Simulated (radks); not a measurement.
The numbers below are computed, except where a source is named.
Question: The mean radii <r> (bohr) of the occupied orbitals of an atom or ion are listed with their occupations. Code: a radial shooting solver on a logarithmic mesh with Libxc functionals. Model: Dirac Kohn-Sham, BLYP, spin-unpolarised, spherical densities, finite nucleus; Fermi nuclear charge, rms radius of each element as measured or else 0.836 A^(1/3) + 0.57 fm.

orbital  occ.     <r>
1s1/2       2  0.3292
2s1/2       2   1.780

Name the element and its charge. Open shells, if any, fill j = l - 1/2 first.

Answer: Z = 5, boron, charge +1: B+ in [He] 2s2. The 1s radius gives Z: for a bare nucleus <r> = (2 gamma + 1)/(2Z) with gamma = sqrt(1 - (Z/c)^2), 0.2999 bohr for Z = 5, and screening makes it slightly larger (0.3292 here). The occupations add up to 4, and the charge is Z minus that.
